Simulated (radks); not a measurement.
Question: Radial electron density D(r) = 4 pi r^2 rho(r) of an atom or ion with 65 electrons. All-electron calculation, scalar-relativistic Kohn-Sham, LDA (Slater exchange, Perdew-Wang correlation), spin-unpolarised, spherical densities, point nucleus. Program: a radial shooting solver on a logarithmic mesh with Libxc functionals.

```
   r/bohr * D(r) (the largest magnitude, 122, reaches the edge; | marks zero)
  0.00213 |       *
 0.002887 |           *
 0.003913 |                *
 0.005303 |                       *
 0.007187 |                               *
  0.00974 |                                     *
   0.0131 |                                        *
  0.01775 |                                       *
  0.02405 |                                    *
   0.0326 |                                     *
  0.04418 |                                              *
  0.05987 |                                                      *
  0.08115 |                                                 *
   0.1091 |                                         *
   0.1479 |                                              *
   0.2004 |                                              *
   0.2716 |                            *
   0.3681 |                      *
   0.4988 |                         *
   0.6707 |                *
   0.9089 |       *
    1.232 |    *
    1.669 | *
    2.263 |*
    3.066 *
    4.123 *
    5.587 *
    7.572 *
```

What is the nuclear charge?

Answer: Z = 68. The innermost maximum, from 1s, lies near gamma/Z bohr with gamma = sqrt(1 - (Z/c)^2) = 0.868, here 0.0128 bohr (found: 0.0140), and its height grows with Z. The density is that of the erbium ion Er3+ in [Xe] 4f9 5d1 6p1; the configuration itself is not fixed sharply by these data, and Z only to a few units. D(r) has 4 maxima, at r = 0.0140, 0.0628, 0.175, 0.472 bohr, and minima at 0.0267, 0.114, 0.337 bohr, inside which lie 1.92, 11.15, 29.54 electrons.
